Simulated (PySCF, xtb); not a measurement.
In(I)3 cation (I3In), SMILES [I][In]([I])[I] (connectivity only; charge and spin as stated), charge +1, multiplicity 2.

Harmonic wavenumbers (cm⁻¹) from GFN2-xTB in xtb 6.7.1 at its own minimum, in rising order: 34, 34, 49, 129, 193, 193.

**Question.** What does PBE-D3(BJ)/def2-SVP in PySCF give at its own minimum? (An estimate is asked for; the answer gives what the named calculation found.)

**Answer.** 35, 47, 56, 138, 147, 258. Paired by order, the mean absolute difference is 24 cm⁻¹ and the zero-point energies are 0.9 and 1.0 kcal/mol.
